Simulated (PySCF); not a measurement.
# Radial density of Pb (lead, neutral)

UHF, [Xe] 4f14 5d10 6s1 6p3, 6s spin antiparallel (an excited configuration). Calculation: PySCF 2.14, in x2c-TZVPPall; the spin-free X2C one-electron Hamiltonian (Gaussian nucleus).

```
r (bohr)  4πr²ρ (e/bohr)  4πr²(ρα − ρβ)
  0.0129           113.9         0.0018
  0.0216           101.1         0.0136
  0.0364           138.4         0.0058
  0.0612           145.1        -0.0064
   0.103           126.8         0.0031
   0.173           125.7         0.0031
   0.291           88.18         0.0007
   0.489           65.60        -0.0179
   0.823           25.85         0.0815
    1.38           11.14        -0.2204
    2.33           2.554         0.4997
    3.92          0.7592         0.6217
    6.59         0.07499         0.0737
    11.1       3.186e-05         0.0000
```

Densities and radii are taken from the X2C orbitals without a picture-change correction, which distorts them close to the nucleus.

Spin-orbit coupling, which splits the p, d and f shells strongly at this Z, is absent. Spin-orbit coupling is strong in this species (close to jj coupling), so the high-spin LS determinant is a model state, not a physical level. With the s spin flipped the determinant is a mixture of two multiplicities, not a spectroscopic state.
